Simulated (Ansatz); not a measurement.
Steps of a relaxation of `O[SiH2]/C=C\[SiH3]` with RKS PBE0-D4/def2-TZVP.

```sh
$ ansatz run in.yaml --threads 4 --pin off --events-out ev --progress --plain --max-ram 10444MiB
```

```yaml
crystal:
  periodic: [false, false, false]
  atoms:
    - {symbol: O, position_ang: [-1.935306, 0.249572, 0.033562]}
    - {symbol: Si, position_ang: [-1.049720, 0.254765, 1.471215]}
    - {symbol: C, position_ang: [0.794236, 0.162487, 1.126563]}
    - {symbol: C, position_ang: [1.378859, 0.011795, -0.087946]}
    - {symbol: Si, position_ang: [0.551557, -0.171990, -1.783407]}
    - {symbol: H, position_ang: [-2.056931, -0.620690, -0.385269]}
    - {symbol: H, position_ang: [-1.377138, 1.546622, 2.162467]}
    - {symbol: H, position_ang: [-1.441833, -0.894174, 2.371417]}
    - {symbol: H, position_ang: [1.459130, 0.251241, 2.010776]}
    - {symbol: H, position_ang: [2.486510, -0.007636, -0.119483]}
    - {symbol: H, position_ang: [1.637858, -0.520234, -2.766417]}
    - {symbol: H, position_ang: [-0.441618, -1.308239, -1.813072]}
    - {symbol: H, position_ang: [-0.120302, 1.085280, -2.255205]}
basis:
  gaussian: {orbitals: def2-TZVP}
hamiltonian: {xc: pbe0, dispersion: d4}
relax: {f_tol: 0.005, max_steps: 150}
```

Positions (Å) and forces (eV/Å) along the path, 10 of 18 steps:

```xyz
13
step=1 energy=-19997.8058 eV
O    -1.935    0.250    0.034    0.470   -0.650    0.636
Si   -1.050    0.255    1.471   -0.314    0.009   -0.600
C     0.794    0.162    1.127    0.387   -0.061   -0.468
C     1.379    0.012   -0.088   -0.083    0.100    0.610
Si    0.552   -0.172   -1.783    0.026   -0.017   -0.021
H    -2.057   -0.621   -0.385    0.084    0.633    0.317
H    -1.377    1.547    2.162    0.072   -0.278   -0.169
H    -1.442   -0.894    2.371    0.078    0.262   -0.251
H     1.459    0.251    2.011   -0.319   -0.047   -0.451
H     2.487   -0.008   -0.119   -0.550   -0.003    0.030
H     1.638   -0.520   -2.766   -0.212    0.070    0.219
H    -0.442   -1.308   -1.813    0.215    0.248    0.023
H    -0.120    1.085   -2.255    0.146   -0.266    0.124
13
step=3 energy=-19997.8733 eV
O    -1.927    0.242    0.058    0.075   -0.038    0.100
Si   -1.041    0.257    1.453   -0.054   -0.015   -0.094
C     0.782    0.155    1.106   -0.060   -0.069    0.053
C     1.363   -0.001   -0.088    0.059    0.207   -0.096
Si    0.559   -0.172   -1.775    0.018   -0.033    0.027
H    -2.072   -0.618   -0.340   -0.047   -0.006   -0.065
H    -1.357    1.535    2.133    0.024    0.026    0.020
H    -1.426   -0.877    2.337   -0.013   -0.020    0.037
H     1.435    0.233    1.977    0.026    0.061    0.025
H     2.455    0.017   -0.117   -0.010   -0.126    0.011
H     1.638   -0.513   -2.739    0.021   -0.001   -0.011
H    -0.422   -1.292   -1.808   -0.028   -0.014   -0.003
H    -0.102    1.073   -2.233   -0.011    0.026   -0.003
13
step=5 energy=-19997.8779 eV
O    -1.934    0.230    0.070   -0.045   -0.005   -0.058
Si   -1.044    0.250    1.453    0.037    0.037    0.038
C     0.778    0.161    1.101    0.003    0.025    0.004
C     1.366    0.018   -0.092    0.038   -0.066    0.002
Si    0.566   -0.169   -1.778   -0.011    0.017   -0.001
H    -2.093   -0.618   -0.346   -0.017   -0.015   -0.027
H    -1.350    1.531    2.134   -0.009    0.015    0.019
H    -1.418   -0.881    2.348    0.002   -0.015    0.016
H     1.429    0.252    1.973    0.020   -0.019    0.027
H     2.457   -0.016   -0.109   -0.014    0.036   -0.009
H     1.644   -0.512   -2.743    0.015   -0.011    0.000
H    -0.422   -1.283   -1.806   -0.008   -0.016   -0.005
H    -0.093    1.076   -2.240   -0.012    0.018   -0.006
13
step=6 energy=-19997.8786 eV
O    -1.937    0.230    0.067    0.008   -0.010    0.009
Si   -1.044    0.252    1.452   -0.001    0.003   -0.008
C     0.780    0.161    1.101    0.012   -0.003   -0.006
C     1.368    0.015   -0.092    0.000   -0.003    0.016
Si    0.565   -0.169   -1.777   -0.001    0.003    0.000
H    -2.097   -0.617   -0.350   -0.003    0.007   -0.002
H    -1.352    1.532    2.135   -0.003    0.001   -0.001
H    -1.415   -0.880    2.349    0.000    0.000    0.002
H     1.432    0.246    1.975   -0.005    0.002    0.000
H     2.459   -0.008   -0.111   -0.010    0.000   -0.005
H     1.645   -0.515   -2.740   -0.002    0.000    0.000
H    -0.423   -1.285   -1.806    0.002    0.000   -0.002
H    -0.096    1.077   -2.238    0.001    0.000   -0.002
13
step=12 energy=-19997.8787 eV
O    -1.929    0.194    0.063   -0.002   -0.010    0.000
Si   -1.043    0.263    1.450   -0.002    0.002   -0.001
C     0.780    0.148    1.105   -0.001    0.000   -0.006
C     1.364   -0.002   -0.089    0.011   -0.007    0.004
Si    0.563   -0.155   -1.779    0.006    0.000   -0.001
H    -2.097   -0.667   -0.325    0.006    0.013    0.009
H    -1.350    1.570    2.082    0.001   -0.007   -0.004
H    -1.423   -0.832    2.388    0.002    0.004   -0.005
H     1.433    0.217    1.979   -0.003    0.000    0.002
H     2.455   -0.044   -0.109   -0.013    0.002   -0.002
H     1.651   -0.462   -2.747   -0.005    0.004    0.002
H    -0.407   -1.284   -1.841    0.001    0.002    0.002
H    -0.112    1.094   -2.211    0.001   -0.004    0.000
13
step=13 energy=-19997.8787 eV
O    -1.930    0.191    0.062    0.001   -0.012    0.003
Si   -1.043    0.265    1.449   -0.008   -0.001   -0.003
C     0.780    0.146    1.105    0.001   -0.004   -0.001
C     1.364   -0.006   -0.089    0.009    0.010    0.001
Si    0.563   -0.154   -1.779   -0.001   -0.002   -0.002
H    -2.096   -0.671   -0.322    0.004    0.014    0.007
H    -1.349    1.575    2.076    0.003   -0.008   -0.004
H    -1.424   -0.826    2.391    0.002    0.006   -0.004
H     1.432    0.213    1.980   -0.003    0.002   -0.001
H     2.455   -0.049   -0.109   -0.007   -0.006    0.000
H     1.651   -0.453   -2.750   -0.004    0.002    0.004
H    -0.403   -1.287   -1.844    0.001    0.003    0.000
H    -0.117    1.094   -2.205    0.002   -0.004    0.000
13
step=15 energy=-19997.8788 eV
O    -1.930    0.190    0.062    0.003   -0.006    0.006
Si   -1.043    0.266    1.449   -0.005    0.002   -0.004
C     0.780    0.146    1.105    0.001   -0.001    0.000
C     1.365   -0.006   -0.089    0.000   -0.001    0.001
Si    0.563   -0.154   -1.779    0.001    0.001   -0.002
H    -2.095   -0.672   -0.321    0.001    0.005    0.001
H    -1.349    1.576    2.074    0.001   -0.002   -0.001
H    -1.423   -0.824    2.392    0.001    0.002   -0.001
H     1.432    0.212    1.980   -0.001    0.000    0.000
H     2.455   -0.053   -0.108   -0.001    0.001   -0.001
H     1.651   -0.449   -2.750   -0.001    0.000    0.001
H    -0.402   -1.287   -1.845    0.001    0.001    0.001
H    -0.119    1.094   -2.204    0.000   -0.001    0.001
13
step=16 energy=-19997.8788 eV
O    -1.931    0.189    0.062    0.005   -0.003    0.006
Si   -1.043    0.266    1.449   -0.001    0.001   -0.003
C     0.780    0.145    1.105   -0.004   -0.001   -0.002
C     1.365   -0.006   -0.089   -0.001   -0.001    0.001
Si    0.563   -0.153   -1.779    0.001    0.001   -0.001
H    -2.093   -0.674   -0.322    0.000    0.003    0.000
H    -1.349    1.577    2.073    0.000   -0.002   -0.001
H    -1.423   -0.824    2.393    0.001    0.001    0.000
H     1.432    0.212    1.980   -0.001    0.000    0.000
H     2.455   -0.053   -0.108   -0.001    0.000   -0.001
H     1.651   -0.449   -2.751   -0.001    0.000    0.001
H    -0.403   -1.286   -1.845    0.002    0.001    0.000
H    -0.118    1.094   -2.204    0.000    0.000    0.000
13
step=17 energy=-19997.8788 eV
O    -1.931    0.187    0.063    0.004   -0.002    0.005
Si   -1.043    0.267    1.449    0.000    0.000   -0.003
C     0.780    0.145    1.105   -0.004    0.000   -0.002
C     1.365   -0.007   -0.089    0.000    0.001    0.001
Si    0.563   -0.152   -1.779    0.001   -0.002    0.001
H    -2.092   -0.676   -0.321    0.000    0.002   -0.001
H    -1.349    1.579    2.070    0.000   -0.001   -0.001
H    -1.423   -0.821    2.395    0.000    0.001    0.000
H     1.431    0.210    1.980   -0.001    0.000    0.000
H     2.455   -0.055   -0.108   -0.001    0.000   -0.001
H     1.651   -0.447   -2.751    0.000    0.001    0.000
H    -0.402   -1.286   -1.846    0.000    0.001    0.000
H    -0.119    1.096   -2.202    0.000    0.000    0.000
13
step=18 energy=-19997.8788 eV
O    -1.932    0.184    0.063    0.001    0.000    0.003
Si   -1.043    0.268    1.449    0.002    0.000   -0.001
C     0.779    0.143    1.105   -0.003   -0.001   -0.001
C     1.364   -0.009   -0.089    0.000    0.001    0.000
Si    0.563   -0.151   -1.780    0.001   -0.001    0.002
H    -2.089   -0.681   -0.319   -0.001   -0.001   -0.002
H    -1.349    1.582    2.065    0.000    0.001    0.000
H    -1.424   -0.816    2.399    0.000    0.000    0.001
H     1.431    0.207    1.981    0.001    0.001    0.000
H     2.455   -0.058   -0.108    0.000   -0.001    0.000
H     1.651   -0.442   -2.752    0.000    0.001   -0.001
H    -0.400   -1.285   -1.849   -0.001    0.000    0.000
H    -0.121    1.097   -2.199   -0.001    0.000   -0.001
```

Hardware: 4 threads of an Arm Neoverse V1 on a shared host. Wall time 75 s, peak host memory 0.63 GiB.
